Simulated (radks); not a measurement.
Problem. I+, 52 electrons, occupied as [Kr] 4d10 5s2 5p(up 3, down 1). Method: scalar-relativistic Kohn-Sham, LDA (Slater exchange, Perdew-Wang correlation), spin-polarised, spherical densities, point nucleus; computed with a radial shooting solver on a logarithmic mesh with Libxc functionals. Some entries of the table are withheld. Estimate them.

orbital,occ.,eigenvalue (hartree),r(max) (bohr),<r^2> (bohr^2)
1s up,1,-1211.185,0.01756,0.001006
1s down,1,-1211.182,0.01756,0.001006
2s up,1,-187.4662,0.09921,0.01622
2s down,1,-187.4647,0.09921,0.01622
2p up,3,-168.3887,0.07950,0.01283
2p down,3,-168.3865,0.07950,0.01283
3s up,1,-38.09980,0.2860,0.1131
3s down,1,-38.09728,0.2860,0.1131
3p up,3,-31.91708,0.2796,0.1133
3p down,3,-31.91434,0.2796,0.1132
3d up,5,-22.63068,0.2315,0.09872
3d down,5,-22.62810,0.2315,0.09871
4s up,1,-6.97334,0.6801,0.6193
4s down,1,-6.96785,0.6802,0.6189
4p up,3,(1),0.7146,(2)
4p down,3,(3),0.7147,(4)
4d up,5,-2.20300,0.7781,0.9979
4d down,5,-2.19327,0.7778,0.9903
5s up,1,-0.99353,1.686,4.140
5s down,1,-0.94919,1.678,4.141
5p up,3,-0.58993,1.973,6.057
5p down,1,-0.54558,1.971,6.214

Solution. 
(1) 4p up eigenvalue (hartree): -5.03220
(2) 4p up <r^2> (bohr^2): 0.7161
(3) 4p down eigenvalue (hartree): -5.02608
(4) 4p down <r^2> (bohr^2): 0.7150
